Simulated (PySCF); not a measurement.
Numbering as in the mapped SMILES `[BH2:1][c:2]1[cH:3][cH:4][c:5]([F:6])[cH:7][cH:8]1`. Hydrogens are named by the atom that carries them.

PySCF calculation with PBE0-D3(BJ)/def2-SVP structure, J: B3LYP/pcJ-1 (spin–dipole term only in couplings to heteroatoms) and GIAO B97-2/pcSseg-1 shieldings; isolated molecule, one averaged value for each set of equivalent atoms, non-relativistic, one conformer.

Q: Predict the 2D correlation tables (HSQC, COSY, HMBC).

A: 

HSQC (one-bond C–H):
```csv
δH,δC,"¹J(C,H) (Hz)"
8.12 (H(C3)/H(C8)),149.8 (C3/C8),171
7.19 (H(C4)/H(C7)),117.3 (C4/C7),171
```

COSY cross peaks (|J| ≥ 2 Hz):
```csv
δH,δH,abs. J (Hz),bonds
8.12 (H(C3)/H(C8)),7.19 (H(C4)/H(C7)),9.2,3
```

HMBC (two and three bonds, |J| ≥ 2.5 Hz):
```csv
δH,δC [abs. J in Hz]
8.12 (H(C3)/H(C8)),"172.0 (C5) [11.4], 149.8 (C3/C8) [9.2], 139.3 (C2) [4.2], 117.3 (C4/C7) [2.6]"
7.19 (H(C4)/H(C7)),"172.0 (C5) [4.0], 139.3 (C2) [6.5], 117.3 (C4/C7) [4.1]"
6.94 (H(B1)),"149.8 (C3/C8) [6.6], 139.3 (C2) [4.6]"
```

Shifts are taken against calculated references (same method and geometry level): ¹H, ¹³C against TMS.

Short H···H contacts in this conformer between protons four or more bonds apart (candidates for NOE cross peaks, intensity ∝ r⁻⁶): H(B1)···H(C8) 2.59 Å.

Hydrogens on boron are broadened and split by ¹¹B (spin 3/2, 80 %) and 10B (spin 3). A carbon bonded to boron is broadened by the quadrupolar boron nucleus and is often missing from a measured spectrum. Common functionals overestimate the size of one-bond C–F couplings by tens of Hz; these are unscaled. Unscaled 3J(H,H) at this level run about 10 % above measured values. Shifts are as computed. Against solution values, carbons near 30 ppm lie about +1 ppm off and those near 130 ppm about +2 ppm. Of 1211 compounds with measured shifts, 218 miss one by over three times the rms of a fit or turn the order of signals round; such compounds aren't used in these exercises.
